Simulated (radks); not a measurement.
The numbers below are computed, except where a source is named.
The platinum anion Pt- inside a hard spherical wall (all orbitals vanish at R), configuration held at [Xe] 4f14 5d9 6s2 and not refilled when levels cross. Code: a radial shooting solver on a logarithmic mesh with Libxc functionals. Model: scalar-relativistic Kohn-Sham, PBE, spin-unpolarised, spherical densities, finite nucleus; Fermi nuclear charge, rms radius 5.427 fm. Eigenvalues in eV, with the zero of energy where the potential of the charges vanishes at infinity; a dash marks a level that is unbound or too diffuse for the functional's potential to be trusted. A positive occupied level is held by the wall or, in an anion where self-interaction has pushed it up, behind a barrier. The pressure on the wall is -dE/dV.

R (bohr),E (hartree),kinetic (hartree),e(4f),e(5p),e(6s),e(5d),"e(7s, empty)","e(6p, empty)",pressure (GPa)
20,-18409.7711,20521.374,-63.474,-49.309,0.410,0.572,2.335,2.449,< 0.0001
12,-18409.7704,20521.379,-63.395,-49.229,0.480,0.651,4.294,3.698,0.00669
10,-18409.7686,20521.392,-63.255,-49.086,0.605,0.789,5.795,4.288,0.0423
7,-18409.7437,20521.529,-62.301,-48.131,1.473,1.686,12.105,6.365,1.17
3,-18406.9797,20532.368,-38.499,-27.111,30.662,22.145,119.41,47.829,1170
2.5,-18403.1079,20546.656,-21.167,-13.056,60.184,38.231,202.43,85.621,4690
1.5,-18342.8215,20747.716,96.220,103.69,369.92,182.94,868.85,435.97,199000
